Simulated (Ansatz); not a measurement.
Ansatz (an electronic-structure program) job for H₆O₄SiTi, SMILES [OH][Ti]1([OH])([OH])[O][SiH3]->1, multiplicity 1, PBE-D3(BJ)/def2-SVP. 

Ansatz 0.2 input:
```yaml
crystal:
  periodic: [false, false, false]
  atoms:
    - {symbol: Si, position_ang: [-2.65158004, -0.44560456, -0.10242874]}
    - {symbol: O, position_ang: [-1.02101541, -0.16692349, -0.02986687]}
    - {symbol: Ti, position_ang: [0.75640660, 0.12747733, 0.02979416]}
    - {symbol: O, position_ang: [1.63426172, -1.43273461, -0.03250419]}
    - {symbol: O, position_ang: [1.18205795, 0.97885362, 1.54740038]}
    - {symbol: O, position_ang: [1.25474815, 1.13438034, -1.36542945]}
    - {symbol: H, position_ang: [-3.39892832, 0.70244534, 0.49044676]}
    - {symbol: H, position_ang: [-2.99844601, -1.68405032, 0.65523704]}
    - {symbol: H, position_ang: [-3.08445193, -0.61621833, -1.52079898]}
    - {symbol: H, position_ang: [2.19271329, -1.86063463, 0.62758378]}
    - {symbol: H, position_ang: [1.54596853, 1.86180756, 1.68413956]}
    - {symbol: H, position_ang: [1.82390058, 0.92200592, -2.11487615]}
basis:
  gaussian:
    orbitals: def2-SVP
hamiltonian:
  xc: pbe
  dispersion: d3bj
relax: {f_tol: 0.002, max_steps: 200}
```

Program output:

```
WARN ansatz: RAYON_NUM_THREADS=2 ignored (pool sized by the plan → 2); use --threads N
Functional definition: PBE
integrals: 0.09 GiB planned
1496 factors; their error is unknown
mean field: 0.47 GiB planned
mean field evaluation 1: about -39232.1855 eV, gradient 1.1e2 eV
mean field evaluation 2: about -38755.3670 eV, gradient 4.7e2 eV
mean field evaluation 4: about -39237.0536 eV, gradient 1.0e2 eV
mean field evaluation 8: about -39255.3741 eV, gradient 4.9e-1 eV
mean field evaluation 16: about -39255.3146 eV, gradient 2.7e-4 eV
mean field -39255.31460180 eV, -1442.6062034083 hartree, gradient 2.3e-5 eV, S^2 0.000000; 0 other end points of the search recorded, 0 dependent functions left out
the calculation of the forces begins
reference -39255.31470211 eV, -1442.6062070947 hartree; 37, 37 occupied and 98, 98 virtual orbitals, 1496 factors
relax step   1: F+E_penalty+E_count = -39255.55489427 eV  Δ(F+E_penalty+E_count) = +0.000e0 eV  max|allowed force component| = 3.497e-1 eV/Å  Δτ_max = 0.0000 Å  (30 SCF iters, accepted)
these checks for a lower state are left out or cut short: starts, cluster_reference, orbital_swaps, neighbouring_geometries, increment
integrals: 0.09 GiB planned
1496 factors; their error is unknown
mean field: 0.46 GiB planned
mean field -39255.32976468 eV, -1442.6067606339 hartree, gradient 1.6e-5 eV, S^2 0.000000; 0 other end points of the search recorded, 0 dependent functions left out
the calculation of the forces begins
reference -39255.32986508 eV, -1442.6067643235 hartree; 37, 37 occupied and 98, 98 virtual orbitals, 1496 factors
relax step   2: F+E_penalty+E_count = -39255.56909528 eV  Δ(F+E_penalty+E_count) = -1.420e-2 eV  max|allowed force component| = 1.015e-1 eV/Å  Δτ_max = 0.0154 Å  (31 SCF iters, accepted)
these checks for a lower state are left out or cut short: starts, cluster_reference, orbital_swaps, neighbouring_geometries, increment
integrals: 0.09 GiB planned
1496 factors; their error is unknown
mean field: 0.46 GiB planned
mean field evaluation 32: about -39255.3322 eV, gradient 1.7e-5 eV
mean field -39255.33224092 eV, -1442.6068516339 hartree, gradient 1.7e-5 eV, S^2 0.000000; 0 other end points of the search recorded, 0 dependent functions left out
the calculation of the forces begins
reference -39255.33234141 eV, -1442.6068553270 hartree; 37, 37 occupied and 98, 98 virtual orbitals, 1496 factors
relax step   3: F+E_penalty+E_count = -39255.57113796 eV  Δ(F+E_penalty+E_count) = -2.043e-3 eV  max|allowed force component| = 4.056e-2 eV/Å  Δτ_max = 0.0075 Å  (31 SCF iters, accepted)
these checks for a lower state are left out or cut short: starts, cluster_reference, orbital_swaps, neighbouring_geometries, increment
integrals: 0.09 GiB planned
1496 factors; their error is unknown
mean field: 0.46 GiB planned
mean field -39255.33405297 eV, -1442.6069182255 hartree, gradient 1.9e-5 eV, S^2 0.000000; 0 other end points of the search recorded, 0 dependent functions left out
the calculation of the forces begins
reference -39255.33415375 eV, -1442.6069219291 hartree; 37, 37 occupied and 98, 98 virtual orbitals, 1496 factors
relax step   4: F+E_penalty+E_count = -39255.57331015 eV  Δ(F+E_penalty+E_count) = -2.172e-3 eV  max|allowed force component| = 7.517e-2 eV/Å  Δτ_max = 0.0314 Å  (30 SCF iters, accepted)
these checks for a lower state are left out or cut short: starts, cluster_reference, orbital_swaps, neighbouring_geometries, increment
integrals: 0.09 GiB planned
1496 factors; their error is unknown
mean field: 0.47 GiB planned
mean field -39255.33379890 eV, -1442.6069088888 hartree, gradient 1.7e-5 eV, S^2 0.000000; 0 other end points of the search recorded, 0 dependent functions left out
the calculation of the forces begins
reference -39255.33389986 eV, -1442.6069125987 hartree; 37, 37 occupied and 98, 98 virtual orbitals, 1496 factors
relax step   5: F+E_penalty+E_count = -39255.57329621 eV  Δ(F+E_penalty+E_count) = +1.394e-5 eV  max|allowed force component| = 1.026e-1 eV/Å  Δτ_max = 0.0228 Å  (30 SCF iters, rejected (line search))
these checks for a lower state are left out or cut short: starts, cluster_reference, orbital_swaps, neighbouring_geometries, increment
integrals: 0.09 GiB planned
1496 factors; their error is unknown
mean field: 0.47 GiB planned
mean field -39255.33420711 eV, -1442.6069238900 hartree, gradient 1.7e-5 eV, S^2 0.000000; 0 other end points of the search recorded, 0 dependent functions left out
the calculation of the forces begins
reference -39255.33430799 eV, -1442.6069275972 hartree; 37, 37 occupied and 98, 98 virtual orbitals, 1496 factors
relax step   6: F+E_penalty+E_count = -39255.57358593 eV  Δ(F+E_penalty+E_count) = -2.758e-4 eV  max|allowed force component| = 5.449e-3 eV/Å  Δτ_max = 0.0113 Å  (31 SCF iters, accepted)
these checks for a lower state are left out or cut short: starts, cluster_reference, orbital_swaps, neighbouring_geometries, increment
integrals: 0.09 GiB planned
1496 factors; their error is unknown
mean field: 0.46 GiB planned
mean field -39255.33420519 eV, -1442.6069238194 hartree, gradient 1.7e-5 eV, S^2 0.000000; 0 other end points of the search recorded, 0 dependent functions left out
the calculation of the forces begins
reference -39255.33430608 eV, -1442.6069275273 hartree; 37, 37 occupied and 98, 98 virtual orbitals, 1496 factors
relax step   7: F+E_penalty+E_count = -39255.57359982 eV  Δ(F+E_penalty+E_count) = -1.389e-5 eV  max|allowed force component| = 6.465e-3 eV/Å  Δτ_max = 0.0055 Å  (32 SCF iters, accepted)
these checks for a lower state are left out or cut short: starts, cluster_reference, orbital_swaps, neighbouring_geometries, increment
integrals: 0.09 GiB planned
1496 factors; their error is unknown
mean field: 0.47 GiB planned
mean field evaluation 64: about -39255.3342 eV, gradient 1.1e-4 eV
mean field -39255.33421460 eV, -1442.6069241653 hartree, gradient 2.5e-5 eV, S^2 0.000000; 0 other end points of the search recorded, 0 dependent functions left out
the calculation of the forces begins
reference -39255.33431549 eV, -1442.6069278729 hartree; 37, 37 occupied and 98, 98 virtual orbitals, 1496 factors
relax step   8: F+E_penalty+E_count = -39255.57360560 eV  Δ(F+E_penalty+E_count) = -5.786e-6 eV  max|allowed force component| = 1.703e-3 eV/Å  Δτ_max = 0.0021 Å  (24 SCF iters, accepted)
integrals: 0.09 GiB planned
1496 factors; their error is unknown
mean field: 0.47 GiB planned
mean field -39255.33421460 eV, -1442.6069241653 hartree, gradient 2.5e-5 eV, S^2 0.000000; 1 other end points of the search recorded, 0 dependent functions left out
the calculation of the forces begins
reference -39255.33431549 eV, -1442.6069278729 hartree; 37, 37 occupied and 98, 98 virtual orbitals, 1496 factors
Total energy: -39255.57370649 eV, -1442.6157253301 hartree
Atom 0 at    -2.671460    -0.448852    -0.103185 Å, force     0.001703     0.000382     0.000144 eV/Å
Atom 1 at    -1.031070    -0.167573    -0.027912 Å, force     0.000343     0.000127    -0.000063 eV/Å
Atom 2 at     0.756122     0.127483     0.030076 Å, force    -0.001668    -0.000528     0.000330 eV/Å
Atom 3 at     1.642086    -1.439682    -0.051403 Å, force     0.000245    -0.000720    -0.000266 eV/Å
Atom 4 at     1.191956     0.967238     1.563859 Å, force     0.000104     0.000516     0.000947 eV/Å
Atom 5 at     1.256740     1.155252    -1.363007 Å, force     0.000004    -0.000153    -0.000746 eV/Å
Atom 6 at    -3.428531     0.705797     0.499049 Å, force    -0.000379    -0.000034     0.000121 eV/Å
Atom 7 at    -3.023258    -1.701636     0.655715 Å, force    -0.000218    -0.000251    -0.000113 eV/Å
Atom 8 at    -3.109582    -0.615763    -1.534798 Å, force    -0.000212     0.000084    -0.000187 eV/Å
Atom 9 at     2.216605    -1.818232     0.636714 Å, force    -0.000093     0.000152    -0.000003 eV/Å
Atom 10 at     1.579328     1.855786     1.649289 Å, force     0.000125     0.000142    -0.000263 eV/Å
Atom 11 at     1.856699     0.900987    -2.085700 Å, force     0.000046     0.000284     0.000099 eV/Å
Dipole moment:     0.526243     0.085468     0.015437 e Å
```

The calculation finished and met its thresholds.
